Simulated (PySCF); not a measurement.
## UHF on Kr⁺ (krypton, charge +1)

Configuration: [Ar] 3d10 4s2 4p5, 2P determinant. Calculation: PySCF 2.14, in x2c-SVPall (5s4p3d, 32 functions); the spin-free X2C one-electron Hamiltonian (Gaussian nucleus).

* Total energy: -2787.203873 hartree
* One-electron energy: -3860.1892 hartree
* Hartree (Coulomb) energy: 1168.1993 hartree
* Exchange energy: -95.2140 hartree
* ⟨S²⟩: 0.7552
* ⟨L²⟩: 2.016
* Sum of ⟨r⟩: 23.59 bohr
* Sum of ⟨r²⟩: 32.11 bohr²
* Traceless quadrupole moment −½Σ⟨3z² − r²⟩ along its main axis: 1.66 e·bohr²
* Langevin diamagnetic susceptibility: -25.4 ×10⁻⁶ cm³/mol
* Time after the integrals: 0.15 s of wall time on 1 thread of Neoverse-N1 (shared host)

| shell | electrons | mean orbital energy (eV) | spread (eV) | rms radius, mean of both spins (bohr) |
| --- | --- | --- | --- | --- |
| 1s α | 1 | -14413.9 | 0 | 0.0478 |
| 1s β | 1 | -14413.7 | 0 | 0.0478 |
| 2s α | 1 | -1972.1 | 0 | 0.199 |
| 2s β | 1 | -1972.0 | 0 | 0.199 |
| 2p α | 3 | -1740.3 | 0.267 | 0.177 |
| 2p β | 3 | -1740.1 | 0.110 | 0.177 |
| 3s α | 1 | -317.53 | 0 | 0.565 |
| 3s β | 1 | -317.23 | 0 | 0.565 |
| 3p α | 3 | -241.21 | 0.838 | 0.581 |
| 3p β | 3 | -240.82 | 0.073 | 0.581 |
| 3d α | 5 | -114.22 | 0.774 | 0.612 |
| 3d β | 5 | -114.02 | 0.429 | 0.612 |
| 4s α | 1 | -44.500 | 0 | 1.67 |
| 4s β | 1 | -41.237 | 0 | 1.67 |
| 4p α | 3 | -25.633 | 2.027 | 1.99 |
| 4p β | 2 | -24.271 | 0 | 1.99 |

Densities and radii are taken from the X2C orbitals without a picture-change correction, which distorts them close to the nucleus.
